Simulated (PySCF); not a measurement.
## Dipole moment and polarisability of `O[Si@@H](CO[SiH3])[SiH2]S`

CH₁₀O₂SSi₃.
SMILES with atom numbers: `[OH:1][Si@@H:2]([CH2:3][O:4][SiH3:5])[SiH2:6][SH:7]` (hydrogens: H8 on O1; H9 on Si2; H10, H11 on C3; H12, H13, H14 on Si5; H15, H16 on Si6; H17 on S7)

Geometry (GFN2-xTB, Å), atoms numbered from 1 in this order:
```
atom  x, y, z in Å
O1    -1.7367   -0.0250   -0.8238
Si2   -0.9893   -0.5206    0.5330
C3     0.8738   -0.1405    0.3394
O4     1.2129   -0.7400   -0.8980
Si5    2.6748   -0.8792   -1.5853
Si6   -2.0807    0.6283    2.2036
S7    -2.0254    2.7664    1.9106
H8    -1.3646   -0.2225   -1.6822
H9    -1.0922   -1.9800    0.6553
H10    1.0967    0.9304    0.2960
H11    1.4884   -0.5639    1.1369
H12    2.2874   -1.6381   -2.7645
H13    3.2396    0.4370   -1.8985
H14    3.6051   -1.5850   -0.7002
H15   -3.4990    0.2847    2.3271
H16   -1.4928    0.5195    3.5356
H17   -2.2052    2.7407    0.5985
```

Level: B3LYP/def2-SVPD (PySCF), static field, nuclei fixed, core orbitals frozen in the response. The polarisability tensor in these axes (au):

```
x   126.56 -10.52 -16.89
y   -10.52 126.91   8.93
z   -16.89   8.93 118.64
```

Diagonalise the tensor; give its mean and Δα, where Δα² is half the sum of the squared differences of the eigenvalues.

Principal values 105.24, 118.18 and 148.68 au; mean 124.03 au = 18.38 Å³ = 20.45 × 10⁻⁴⁰ C²·m²/J; Δα = 38.63 au (31 % of the mean).

What is the dipole moment, and where does it point?

(1.74, -1.28, -0.88) D, 2.33 D in size, pointing from the negative to the positive side. Measured along this direction, the outermost atoms are S7 and H15 at the negative end and H14 at the positive end.

Directions of the eigenvectors, and the extent of the frame along each?

Largest value along (0.66, -0.54, -0.53), where the nuclei span 7.67 Å; middle along (0.44, 0.84, -0.31), 4.73 Å; least along (0.61, -0.03, 0.79), 4.02 Å. The response follows the extents in order.

Find the Langevin capture rate constant for H3+ (3.023 u) meeting this molecule (169.971 u), k = 2.342 × 10⁻⁹ cm³/s × √(α in Å³ / reduced mass in u).

The reduced mass is 2.97 u, so k = 5.83 × 10⁻⁹ cm³/s. The formula leaves out the permanent dipole, which adds to the capture rate.

How large is μ²/3kT at 298 K beside α?

In Gaussian units μ²/3kT = 43.93 Å³ against 18.38 Å³, a ratio of 2.39; the Debye molar polarisation (4π/3)N_A(α + μ²/3kT) is 157.2 cm³/mol, leaving out the vibrational part.

Estimate the molar refractivity from the static electronic polarisability.

Lorentz–Lorenz: R = (4π/3)N_A α = 2.5225 cm³/(mol·Å³) × 18.38 Å³ = 46.4 cm³/mol, in the limit of long wavelengths.

What would n − 1 = 2πNα be for an ideal gas of these molecules at 400 K and 1 atm, electronic part alone?

N = p/kT = 1.8347 × 10¹⁹ cm⁻³, so n − 1 = 2π × N × 18.38 × 10⁻²⁴ cm³ = 2119 × 10⁻⁶ at long wavelengths.

The structure is a single GFN2-xTB conformer in the gas phase; no vibrational or solvent corrections.
